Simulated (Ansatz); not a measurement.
Geometry optimisation, RKS PBE0/def2-SVP (Ansatz).

Input file:

```yaml
crystal:
  periodic: [false, false, false]
  atoms:
    - { symbol: Cl, position_ang: [-1.8871, -2.3062, 0.7547] }
    - { symbol: Al, position_ang: [-0.976, -0.4929, -0.1643] }
    - { symbol: C, position_ang: [0.5575, 0.61, 0.0385] }
    - { symbol: O, position_ang: [0.3632, 0.3014, -1.2874] }
    - { symbol: H, position_ang: [1.11573, 0.38454, -1.92527] }
    - { symbol: H, position_ang: [0.4485, 1.7061, 0.2518] }
basis:
  gaussian: { orbitals: def2-SVP }
hamiltonian:
  xc: pbe0
relax:
  f_tol: 0.02
  max_steps: 50
```

Command:

```bash
$ ansatz run input.yaml --threads 1 --pin off --max-ram 2048MiB --backend cpu --events-out ev --progress --plain --runs-dir out
```

Q: Where does it end, and by what steps?

A: It converged. After 16 steps the energy has fallen by 1.246 eV; H5 moved furthest, 0.63 Å.

```
step  energy less start (eV)  largest force component (eV/Å)  accepted
   0                  0.0000                           6.185       yes
   1                 -0.6758                           3.038       yes
   2                 -1.0000                           0.713       yes
   3                 -1.1006                           0.497       yes
   4                 -1.0708                           2.761        no
   5                 -1.1673                           0.304       yes
   6                 -1.1987                           0.183       yes
   7                 -1.2091                           0.453       yes
   8                 -1.2168                           0.174       yes
   9                 -1.2245                           0.173       yes
  10                 -1.2229                           0.635        no
  11                 -1.2378                           0.175       yes
  12                 -1.2298                           0.541        no
  13                 -1.2427                           0.221       yes
  14                 -1.2452                           0.128       yes
  15                 -1.2459                           0.056       yes
  16                 -1.2460                           0.017       yes
```

```xyz
6
Properties=species:S:1:pos:R:3
Cl -1.698 -2.275 0.219
Al -0.791 -0.396 0.162
C 0.553 0.835 0.184
O 0.130 0.271 -1.342
H 0.928 -0.162 -1.669
H 0.500 1.930 0.113
```

Time of the run: 51 s on 1 thread of Arm Neoverse V1, on a shared host, peak memory 0.16 GiB.
